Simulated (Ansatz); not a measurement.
Cartesian coordinates (Å):
SMILES: C1c2c(cccc2)C(=O)CC=1
```xyz
19

O     -1.4407     2.4172    -0.5852
C     -1.2642     1.2368    -0.3485
C     -2.4508     0.2798    -0.2807
C     -2.1460    -1.1548     0.0153
C     -0.8937    -1.5983     0.2148
C      0.2651    -0.7089     0.1569
C      1.5668    -1.1946     0.3689
C      2.6654    -0.3380     0.3116
C      2.4878     1.0254     0.0407
C      1.2042     1.5228    -0.1717
C      0.0932     0.6707    -0.1164
H     -3.1535     0.6920     0.4671
H     -2.9944     0.3738    -1.2392
H     -2.9896    -1.8495     0.0662
H     -0.7078    -2.6541     0.4290
H      1.7111    -2.2571     0.5805
H      3.6700    -0.7343     0.4791
H      3.3513     1.6929    -0.0033
H      1.0257     2.5784    -0.3853
```
Charge 0, multiplicity 1.

Computed with Ansatz (a program for electronic structure) with frozen-core CCSD(T)/cc-pVDZ // B3LYP-D3(BJ)/def2-SVP. The restricted HF reference is unstable towards unrestricted orbitals.

```
Item                            Value
----------------------  -------------
HF energy               -458.24198 Ha
MP2 correlation energy    -1.47289 Ha
```

Question: Estimate the CCSD correlation energy, the (T) correction, the total energy and the T1 diagnostic.

Answer: 
```
Property                        Result
-----------------------  -------------
CCSD correlation energy    -1.52925 Ha
(T) correction             -0.06783 Ha
CCSD(T) total energy     -459.83906 Ha
T1 diagnostic                    0.014
```
